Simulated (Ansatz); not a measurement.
Two isomers of C2H4AlN: A = `C#[C][AlH][NH2]`, B = `C=C=[N][AlH2]`.

Calculated with Ansatz (gas phase, PBE0-D4/def2-TZVP geometries, no zero-point term in ΔE). CCSD(T)/CBS adds triple-zeta CCSD(T) − MP2 to the extrapolated MP2 energy (def2 sets, frozen cores). DFT in def2-TZVPP. B3LYP here is the variant with VWN-RPA as its local correlation; programs differ in this. One conformer a species, not always the lowest.

(1) Which isomer does CCSD(T)/CBS put lower? Give the gap. (An estimate is asked.)

(2) Give E(B) − E(A) in kcal/mol with BLYP-D4, r2SCAN-D4, B3LYP, CCSD(T)/def2-TZVPP, PBE-D4, ωB97M-V, MP2/def2-TZVPP. (Best estimate.)

(3) Does the order hold for the free energy at 298.15 K (harmonic terms from PBE0-D4)? (Estimate.)

Largest T1 diagnostic: 0.015.

Results:

(1) Ansatz gave: A, by 12.1 kcal/mol.

(2) Computed: BLYP-D4 1.7, r2SCAN-D4 3.0, B3LYP 3.4, CCSD(T)/def2-TZVPP 10.5, PBE-D4 0.8, ωB97M-V 7.6, MP2/def2-TZVPP 11.8. None reverses the order clearly.

(3) The calculation gave: Yes: G(B) − G(A) = +10.4 kcal/mol, for one conformer each.

From BLYP to BHLYP (50 % exact exchange), in def2-TZVPP and without D4, E(B) − E(A) moves by +3.4 kcal/mol. Leaving LDA and LC-ωPBE aside and taking each functional with its dispersion term where it has one, the values, not all of them listed here, spread over 7.2 kcal/mol, from revPBE-D4 to ωB97M-V. LDA lies −2.0 kcal/mol from PBE without D4.
